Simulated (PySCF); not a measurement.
**Simulated characterisation data**

[PySCF: B3LYP/pcJ-1 coupling constants (spin–dipole term left out of most H,H and C,H couplings); NMR shieldings at PBE0/pcSseg-1/GIAO; PBE0-D3(BJ)/def2-SVP structure; averaged over atoms made equivalent by symmetry, fast rotation or ring inversion; one computed conformer; no solvent model; non-relativistic Hamiltonian]

Scale: TMS for ¹H and ¹³C (reference shieldings calculated alike). Multiplet labels drop J under 1 Hz and among equivalent protons, and merge close values. Unscaled 3J(H,H) run several per cent high. Shifts are as computed. Against solution values, carbons near 30 ppm lie about +2 ppm off and those near 130 ppm about +5 ppm (rms about the fit 1.9 ppm; single classes can miss by 10 ppm). Of 1328 compounds with measured shifts, 309 miss one by over three times the rms of a fit or turn the order of signals round; such compounds aren't used in these exercises. Signals without a measured value on file couldn't be tested in this way; 1H shifts scatter by 0.2 ppm about their fit, and single ones miss by 0.5 ppm.

**1.** 2-methylbiphenyl (Cc1ccccc1-c1ccccc1, C13H12). ¹H NMR (500 MHz, computed): δ 7.54 (m, 2H), 7.46 (m, 1H), 7.42 (m, 2H), 7.39 (m, 1H), 7.38 (m, 1H), 7.38 (m, 1H), 7.30 (m, 1H), 2.31 (s, 3H). ¹³C{¹H} NMR (computed): δ 148.8, 148.1, 140.9, 135.8, 135.8, 135.5, 133.4, 132.9, 132.4, 131.5, 23.5.

**2.** SMILES [C@@H]12C=C(C=C)[C@@H](C1)C1=CC=CC=C21, C13H12. ¹H NMR (500 MHz, computed): δ 7.43 (m, 1H), 7.32 (m, 1H), 7.09 (m, 1H), 7.06 (m, 1H), 6.71 (dt, J = 3.7, 1.2 Hz, 1H), 6.61 (dd, J = 18.6, 11.9 Hz, 1H), 5.61 (dt, J = 18.6, 1.2 Hz, 1H), 5.32 (dt, J = 11.9, 1.3 Hz, 1H), 3.78 (q, J = 1.8 Hz, 1H), 3.60 (dq, J = 3.7, 1.7 Hz, 1H), 2.18 (m, 1H), 2.14 (m, 1H). ¹³C{¹H} NMR (computed): δ 165.1 (C), 157.4 (C), 157.2 (C), 151.2 (CH), 139.8 (CH), 130.1 (CH), 130.0 (CH), 127.3 (CH), 126.5 (CH), 119.7 (CH2), 71.3 (CH2), 54.4 (CH), 51.9 (CH).
